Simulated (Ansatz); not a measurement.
Reaction (formal exchange of groups at a Mo–C bond): `[CH3][Mo](=[NH])(=[NH])[OH]` + `NCOC=O` → `[NH]=[Mo](=[NH])([NH2])[OH]` + `CCOC=O`

Isolated molecules relaxed with PBE0-D4/def2-TZVP in Ansatz; ΔE leaves out vibrations. CCSD(T)/CBS is the MP2 limit (def2-TZVPP, def2-QZVPP) plus CCSD(T) − MP2 in def2-TZVPP, frozen cores. Functionals use def2-TZVPP. Elements past krypton have def2 core potentials. For Mo outer-core shells are correlated without core-valence functions, which leaves a few kJ/mol of doubt a bond. One conformer a species, not always the lowest.

```
             level  ΔE (eV)
            PBE-D4    -0.81
         r2SCAN-D4    -0.83
            B2PLYP    -0.83
            r2SCAN    -0.83
     HF/def2-TZVPP    -0.76
CCSD(T)/def2-TZVPP    -0.79
     HF/def2-QZVPP    -0.77
     MP2/CBS(def2)    -0.85
```

Q: What does CCSD(T)/CBS give? (An estimate is asked.)

A: Computed: -0.81 eV. The listed levels differ from it by 0.00, -0.02, -0.02, -0.02, 0.05, 0.02, 0.04, -0.04 eV.

Largest T1 diagnostic among the species: 0.022, so the coupled-cluster value is less sure than usual.

In def2-TZVPP, CCSD(T) changes the Hartree–Fock value by −0.03 eV (the triples alone add −0.02 eV) and MP2 by −0.07 eV.
